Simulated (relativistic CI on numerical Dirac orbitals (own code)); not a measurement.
## Slater and spin-orbit integrals, Tc VII

Computed by Dirac-Coulomb-Breit CI, KLI orbitals optimised for each configuration, model QED, unscaled Slater integrals (own radial code, finite nucleus).

Slater integrals F^k, G^k are unscaled and averaged over j, outside the closed core [Ar] 3d10; ζ comes from projecting the Hamiltonian with its Breit term on Σ l·s of the shell.

- 4s2 4p6 4d: ζ(4d) = 1307.7 cm⁻¹; <r>(4d) = 1.326, <r^2>(4d) = 2.017 (bohr units).
- 4s2 4p6 4f: ζ(4f) = -38.928 cm⁻¹; <r>(4f) = 1.982, <r^2>(4f) = 4.581 (bohr units).
- 4s2 4p5 4d2: ζ(4p) = 17375, F^2(4d,4d) = 77642, F^4(4d,4d) = 51854, F^2(4p,4d) = 82904, G^1(4p,4d) = 104610, G^3(4p,4d) = 64943, ζ(4d) = 1337.9 cm⁻¹; <r>(4p) = 1.107, <r^2>(4p) = 1.388, <r>(4d) = 1.318, <r^2>(4d) = 1.995 (bohr units).

Give the Racah parameters of the d shell in 4s2 4p5 4d2.

B = F²/49 − 5F⁴/441 = 997 cm⁻¹ and C = 35F⁴/441 = 4115 cm⁻¹.

In this model ζ of a weakly bound d, f or g electron outside closed shells comes out too small, for d by up to a factor of two or three and at times with the wrong sign; that of an outer p electron is too small as well.

Averages of the first 10 configurations, taken without configuration mixing, which lowers the lowest level and can move excited configurations by several eV; other configurations of the list can lie among them:

```tsv
Configuration	Parity	States	Average energy above the lowest level (eV)
4s2 4p6 4d	even	10	1.1
4s2 4p6 5s	even	2	21.8
4s2 4p6 4f	odd	14	42.1
4s2 4p5 4d2	odd	270	46.1
4s2 4p6 5p	odd	6	31.1
4s2 4p6 5d	even	10	45.1
4s 4p6 4d2	even	90	80.9
4s2 4p6 6s	even	2	50.7
4s2 4p5 4d 4f	even	840	87.0
4s2 4p6 6p	odd	6	54.8
```
